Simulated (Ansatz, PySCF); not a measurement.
trisilylphosphine (H9PSi3), SMILES [SiH3]P([SiH3])[SiH3].

Geometry optimised at r2SCAN-D4/def2-SVP.

Vertical ionisation energy (IE) and electron affinity (EA) in eV. Rows of orbital energies are one-electron estimates. Where ΔSCF, EOM or ADC give a negative EA the extra electron is unbound and the value depends on the basis.

```
level                                                                        IE     EA
-------------------------------------------------------------------------  ----  -----
−ε(HOMO), −ε(LUMO), HF/def2-TZVP (PySCF)                                   9.70  -2.80
−ε(HOMO), −ε(LUMO), PBE/def2-TZVP (PySCF)                                  6.33   1.06
ΔSCF, CAM-B3LYP/def2-TZVPD (Ansatz), final states of multiplicity 2 and 2  9.12  -1.04
ΔSCF, PBE/def2-TZVPD (Ansatz), final states of multiplicity 2 and 2        8.97  -0.60
```

Problem. What vertical singlet–triplet gap does ΔSCF give with CAM-B3LYP/def2-TZVPD (Ansatz, a program for electronic structure) and with PBE/def2-TZVPD (Ansatz)? (An estimate is asked for; the answer gives what the named calculation found.)

Solution. 5.44 and 5.07 eV (triplet above singlet where positive).
